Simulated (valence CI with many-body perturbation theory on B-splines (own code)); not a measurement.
Rb⁶⁺: electric-dipole lines

Level of theory: valence CI with perturbative core correlation (CI+MBPT): three valence electrons over a frozen Dirac-Fock core [Ar] 3d10, a basis of 11 s, 11 p, 10 d, 8 f, 5 g, 2 h functions for each j, with the one-electron correlation potential Σ1, the two-electron term Σ2, the three-electron term Σ3, Breit, model QED; selected CI, second order for the rest, scaled by the run's own slope (own B-spline code, finite nucleus).

Set against measurement, 19 paired levels are off by 135 cm⁻¹ on average, the worst by 327. These come from a selection out of Sansonetti, J. Phys. Chem. Ref. Data 35, 301 (2006). Levels without a partner in it may be off by more.

Lines 301 to 350 of 544 in falling wavelength, among levels below 659390 cm⁻¹, chosen from the strongest by gf and those to the six lowest levels. Wavelengths and rates use the calculated energies, so an error of 100 cm⁻¹ moves a line at 49.27 nm by 0.049 % and its rate by three times that or more. Electric multipoles are in the length gauge, E1 and E2 with the static RPA response of the core. Weak lines are less certain than strong ones. Lines between different terms over intervals too small for the method are left out, as are lines whose strength nearly cancels. Where a level lies close to another of its J and parity, the split of strength between their lines is uncertain. The highest levels of a list are the least certain.

Names give the largest LS component (configuration and term), which can be under half, so a name can repeat, a term be missing and a line seem to break the LS rules; names also repeat where a configuration has a term twice. Letters in brackets count levels of one name in rising energy.

| λ vac (nm) | λ from measured levels | Upper | Lower | A (s⁻¹) | log gf | Branch % |
| --- | --- | --- | --- | --- | --- | --- |
| 49.92 |  | 4s.4p.4f 4D_5/2 | 4s.4p.4d 4D°_5/2 | 6.59e+09 | 0.17 | 27.5 |
| 49.89 |  | 4s.4p.4f 2D_3/2 [a] | 4s.4p.4d 2F°_5/2 [b] | 7.24e+09 | 0.03 | 18.1 |
| 49.88 |  | 4s.4p.4f 4D_5/2 | 4s.4p.4d 4P°_3/2 | 5.24e+09 | 0.07 | 21.9 |
| 49.86 |  | 4s.4p.5p 2D_5/2 [b] | 4s.4p.4d 4D°_5/2 | 1.62e+09 | -0.44 | 8.8 |
| 49.82 |  | 4s.4p.5p 2D_5/2 [b] | 4s.4p.4d 4P°_3/2 | 1.37e+09 | -0.51 | 7.4 |
| 49.53 |  | 4s.4p.4f 4D_3/2 | 4s.4p.4d 4P°_3/2 | 1.07e+10 | 0.20 | 40.1 |
| 49.40 |  | 4s.4p.4f 4D_3/2 | 4s.4p.4d 4P°_1/2 | 5.28e+09 | -0.11 | 19.7 |
| 49.32 |  | 4s2.6d 2D_3/2 | 4s2.5p 2P°_1/2 | 3.74e+09 | -0.26 | 47.2 |
| 49.28 |  | 4s.4p.4f 4D_1/2 | 4s.4p.4d 4P°_3/2 | 5.13e+09 | -0.43 | 19.5 |
| 49.27 | 49.30 | 4s.4p2 2P_1/2 | 4s2.4p 2P°_1/2 | 5.82e+09 | -0.37 | 34.8 |
| 49.24 |  | 4p2.4d 2F_5/2 [b] | 4s.4p.4d 2F°_5/2 [a] | 4.44e+09 | -0.01 | 8.8 |
| 49.16 |  | 4s.4p.4f 4D_1/2 | 4s.4p.4d 4P°_1/2 | 2.00e+10 | 0.16 | 76.1 |
| 48.46 |  | 4s.4p.4f 2G_7/2 [b] | 4s.4p.4d 2F°_5/2 [b] | 2.17e+09 | -0.21 | 7.6 |
| 48.39 |  | 4s.4p.4f 4D_7/2 | 4s.4p.4d 4P°_5/2 | 1.35e+10 | 0.58 | 50.0 |
| 48.29 |  | 4s.4p.4f 2G_7/2 [b] | 4s.4p.4d 2F°_7/2 [b] | 2.65e+09 | -0.13 | 9.3 |
| 48.29 | 48.32 | 4s.4p2 2P_3/2 | 4s2.4p 2P°_1/2 | 3.72e+09 | -0.28 | 18.0 |
| 48.27 |  | 4s.4p.4f 4D_5/2 | 4s.4p.4d 4D°_3/2 | 6.01e+09 | 0.10 | 25.1 |
| 48.22 |  | 4s.4p.5p 2D_5/2 [b] | 4s.4p.4d 4D°_3/2 | 1.52e+09 | -0.50 | 8.2 |
| 48.20 |  | 4s.4p.4f 4D_3/2 | 4s.4p.4d 4D°_1/2 | 2.18e+09 | -0.52 | 8.1 |
| 48.15 | 48.22 | 4s2.4f 2F°_7/2 | 4s2.4d 2D_5/2 | 4.14e+10 | 1.06 | 88.4 |
| 48.04 |  | 4s.4p.4f 2F_5/2 [b] | 4s.4p.4d 2F°_5/2 [b] | 6.36e+09 | 0.12 | 22.6 |
| 47.97 | 48.03 | 4s2.4f 2F°_5/2 | 4s2.4d 2D_5/2 | 3.38e+09 | -0.15 | 7.0 |
| 47.97 |  | 4s.4p.4f 4F_7/2 | 4s.4p.4d 4F°_9/2 | 1.11e+09 | -0.51 | 4.8 |
| 47.87 |  | 4s.4p.4f 2F_5/2 [b] | 4s.4p.4d 2F°_7/2 [b] | 1.55e+09 | -0.50 | 5.5 |
| 47.86 |  | 4s2.7d 2D_5/2 | 4s.4p.4d 2P°_3/2 [b] | 2.46e+09 | -0.30 | 23.6 |
| 47.80 |  | 4s.4p.4f 4G_9/2 | 4s.4p.4d 4F°_7/2 | 1.91e+10 | 0.82 | 87.8 |
| 47.68 |  | 4s.4p.4f 2F_7/2 [c] | 4s.4p.4d 2F°_5/2 [b] | 1.26e+09 | -0.47 | 4.3 |
| 47.67 | 47.74 | 4s2.4f 2F°_5/2 | 4s2.4d 2D_3/2 | 3.90e+10 | 0.90 | 80.4 |
| 47.56 |  | 4s.4p.4f 2G_9/2 [b] | 4s.4p.4d 2F°_7/2 [b] | 4.88e+09 | 0.22 | 15.8 |
| 47.53 |  | 4s.4p.4f 4G_7/2 | 4s.4p.4d 4F°_5/2 | 2.02e+10 | 0.74 | 88.7 |
| 47.51 |  | 4s.4p.4f 2F_7/2 [c] | 4s.4p.4d 2F°_7/2 [b] | 2.76e+09 | -0.13 | 9.5 |
| 47.50 |  | 4s2.7d 2D_5/2 | 4s.4p.4d 2D°_3/2 [b] | 1.58e+09 | -0.49 | 15.2 |
| 47.46 |  | 4s.4p.4f 4G_11/2 | 4s.4p.4d 4F°_9/2 | 2.27e+10 | 0.96 | 100.0 |
| 47.43 |  | 4s2.7d 2D_3/2 | 4s.4p.4d 2P°_1/2 [b] | 3.72e+09 | -0.30 | 33.0 |
| 47.32 |  | 4s2.5g 2G_9/2 [a] | 4s.4p.4d 4F°_9/2 | 5.70e+09 | 0.28 | 35.0 |
| 47.27 |  | 4s.4p.4f 4F_5/2 | 4s.4p.4d 4F°_7/2 | 1.87e+09 | -0.43 | 8.0 |
| 47.23 |  | 4s2.5g 2G_9/2 [b] | 4s.4p.4d 4F°_9/2 | 6.73e+09 | 0.35 | 41.8 |
| 47.22 |  | 4s.4p.4f 4G_5/2 | 4s.4p.4d 4F°_3/2 | 2.09e+10 | 0.62 | 88.3 |
| 46.92 | 46.92 | 4p3 2P°_3/2 | 4s.4p2 4P_5/2 | 1.03e+08 | -1.87 | 1.3 |
| 46.89 |  | 4s.4p.4f 4F_7/2 | 4s.4p.4d 4F°_7/2 | 9.80e+09 | 0.41 | 42.0 |
| 46.72 |  | 4p2.4d 2F_5/2 [b] | 4s.4p.4d 2D°_3/2 [a] | 2.67e+10 | 0.72 | 53.1 |
| 46.64 |  | 4s.4p.4f 2D_3/2 [b] | 4s.4p.4d 2P°_1/2 [a] | 1.63e+10 | 0.33 | 31.7 |
| 46.54 |  | 4s.4p.4f 4F_5/2 | 4s.4p.4d 4F°_5/2 | 9.10e+09 | 0.25 | 38.9 |
| 46.46 |  | 4s.4p.4f 2F_7/2 [b] | 4s.4p.4d 2D°_5/2 [a] | 2.69e+10 | 0.84 | 53.0 |
| 46.33 |  | 4s.4p.4f 4F_3/2 | 4s.4p.4d 4F°_3/2 | 8.06e+09 | 0.02 | 35.4 |
| 46.27 |  | 4s.4p.4f 2D_5/2 [b] | 4s.4p.4d 2P°_3/2 [a] | 2.08e+10 | 0.60 | 41.5 |
| 46.27 |  | 4s2.5g 2G_9/2 [a] | 4s.4p.4d 4F°_7/2 | 3.03e+09 | -0.01 | 18.6 |
| 46.27 |  | 4s.4p.4f 2G_9/2 [b] | 4s.4p.4d 2F°_7/2 [a] | 1.91e+10 | 0.79 | 62.0 |
| 46.22 |  | 4s.4p.4f 2F_7/2 [c] | 4s.4p.4d 2F°_7/2 [a] | 1.38e+10 | 0.55 | 47.3 |
| 45.79 |  | 4s.4p.4d 4P°_5/2 | 4s.4p2 2D_3/2 | 6.07e+07 | -1.94 | 0.2 |
